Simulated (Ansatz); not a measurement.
Two members of one family (Series SbH2X), computed with Ansatz in the gas phase; def2 core potentials for I, Sb, no spin–orbit coupling. Binding counts from free atoms in the multiplicity of their measured ground term, without zero-point energy. A dash marks a value that wasn't run or was left out as unsound. The structures are stationary points that may keep the symmetry of their start.

First: SbH2Br (singlet, charge 0, r2SCAN-D4/def2-TZVP geometry).

Cartesian coordinates in Å:
```
Sb 0.453 0.684 0.121
H 0.826 -0.287 -1.242
H -1.143 0.883 -0.468
Br -0.137 -1.280 1.590
```

| level | HOMO (eV) | LUMO (eV) | gap (eV) | vertical IE (eV) | vertical triplet (eV) | binding per atom (eV) |
| --- | --- | --- | --- | --- | --- | --- |
| LDA (SPW92)/def2-TZVP | -6.57 | -2.93 | 3.64 | – | – | 2.49 |
| PBE-D4/def2-SVP | -6.25 | -2.53 | 3.72 | – | – | 2.11 |
| PBE-D4/def2-TZVP | -6.44 | -2.68 | 3.76 | 9.45 | 3.51 | 2.14 |
| r2SCAN-D4/def2-TZVP | -6.72 | -2.50 | 4.22 | 9.61 | 3.58 | 2.11 |
| r2SCANh-D4/def2-TZVP | -7.13 | -2.23 | 4.90 | – | – | 2.08 |

Second: SbH2I (singlet, charge 0, r2SCAN-D4/def2-TZVP geometry).

Cartesian coordinates in Å:
```
Sb -0.496 -0.358 0.616
H 0.143 1.191 0.969
H -1.324 0.298 -0.733
I 1.677 -1.131 -0.853
```

Task: Estimate the same table for the second.

Result: 
| level | HOMO (eV) | LUMO (eV) | gap (eV) | vertical IE (eV) | vertical triplet (eV) | binding per atom (eV) |
| --- | --- | --- | --- | --- | --- | --- |
| LDA (SPW92)/def2-TZVP | -6.26 | -3.08 | 3.17 | – | – | 2.37 |
| PBE-D4/def2-SVP | -5.99 | -2.78 | 3.22 | – | – | 2.00 |
| PBE-D4/def2-TZVP | -6.12 | -2.85 | 3.27 | 9.00 | 3.14 | 2.03 |
| r2SCAN-D4/def2-TZVP | -6.39 | -2.70 | 3.69 | 9.14 | 3.19 | 1.98 |
| r2SCANh-D4/def2-TZVP | -6.78 | -2.44 | 4.34 | – | – | 1.96 |
